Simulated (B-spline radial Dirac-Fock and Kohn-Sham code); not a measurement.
Core-level shifts of bismuth with charge state

These are calculated numbers from an atomic code on a B-spline grid; the model is Dirac-Fock (average of configuration) total-energy differences with a finite nucleus, the Breit interaction including its frequency dependence, and self-energy and vacuum-polarisation corrections. Each ion is free and in its tabulated ground configuration. The model has no electron correlation.

Reference: Bi⁶⁶⁺, [Ne] 3s2 3p5, with K 96049.8 eV, L1 21713.8 eV. Shifts from it, in eV (a dash: the subshell is empty, belongs to an open shell averaged over j, or its hole state is left out as unreliable):

```csv
ion,configuration,K,L1
Bi⁶⁷⁺,[Ne] 3s2 3p4,+231.6,+193.9
Bi⁶⁸⁺,[Ne] 3s2 3p3,+465.4,+389.2
Bi⁶⁹⁺,[Ne] 3s2 3p2,+701.3,+586.0
Bi⁷⁰⁺,[Ne] 3s2 3p1,+939.3,+784.2
Bi⁷¹⁺,[Ne] 3s2,+1179.5,+984.0
Bi⁷²⁺,[Ne] 3s1,–,–
Bi⁷³⁺,[He] 2s2 2p6,+1648.0,+1365.2
Bi⁷⁴⁺,[He] 2s2 2p5,+2210.7,+1721.8
Bi⁷⁵⁺,[He] 2s2 2p4,+2778.9,+2081.2
Bi⁷⁶⁺,[He] 2s2 2p3,+3352.7,+2443.4
```
